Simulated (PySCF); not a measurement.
PySCF 2.14 output of a UHF calculation on a single atom or ion in def2-QZVPPD with the def2 core potential (28 electrons) (7s5p4d3f2g, 81 functions), with scalar relativity through the core potential:

```
SCF conv_tol = 1e-09
number electrons alpha = 8  beta = 5
cycle= 1 E= -46.4278119996132  delta_E= -0.00493  |g|= 0.0241  |ddm|= 0.032
cycle= 2 E= -46.4280700237422  delta_E= -0.000258  |g|= 0.00605  |ddm|= 0.00872
cycle= 3 E= -46.4280904499843  delta_E= -2.04e-05  |g|= 0.000642  |ddm|= 0.0135
cycle= 4 E= -46.4280915393871  delta_E= -1.09e-06  |g|= 0.000386  |ddm|= 0.00738
cycle= 5 E= -46.4280919536218  delta_E= -4.14e-07  |g|= 7.21e-05  |ddm|= 0.00887
cycle= 6 E= -46.4280919817237  delta_E= -2.81e-08  |g|= 5.75e-06  |ddm|= 0.00371
cycle= 7 E= -46.4280919818815  delta_E= -1.58e-10  |g|= 1.81e-06  |ddm|= 0.000371
converged SCF energy = -46.4280919818815  <S^2> = 3.8317846  2S+1 = 4.0406854
```

The run itself started from symmetry-adapted Hartree-Fock orbitals and held the occupation by maximum overlap, so the iterations belong to that start.

Question: Which element, charge and spin multiplicity is this?

Answer: Zr⁻ (zirconium, charge -1), multiplicity 4; the state was [Kr] 4d3 5s2, high-spin 4F determinant.

Energies and moments cover only the electrons outside the core potential. ⟨S²⟩ = 3.83 against 3.75 shows spin contamination. At UHF the highest occupied level has a positive energy, so only the finite basis holds that electron.
